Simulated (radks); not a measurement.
Q: Neutral niobium: order these configurations by energy. Method: scalar-relativistic Kohn-Sham, PBEsol, spin-polarised, spherical densities, finite nucleus; Fermi nuclear charge, rms radius of each element as measured or else 0.836 A^(1/3) + 0.57 fm; computed with a radial shooting solver on a logarithmic mesh with Libxc functionals. Open shells are filled with parallel spins first. [Kr] 4d3 5s1 5p1; [Kr] 4d3 5s2; [Kr] 4d4 5p1; [Kr] 4d4 5s1; [Kr] 4d5.

A: From the lowest, in eV above it: [Kr] 4d4 5s1 0.000; [Kr] 4d5 1.123; [Kr] 4d3 5s2 1.234; [Kr] 4d3 5s1 5p1 3.181; [Kr] 4d4 5p1 3.246.
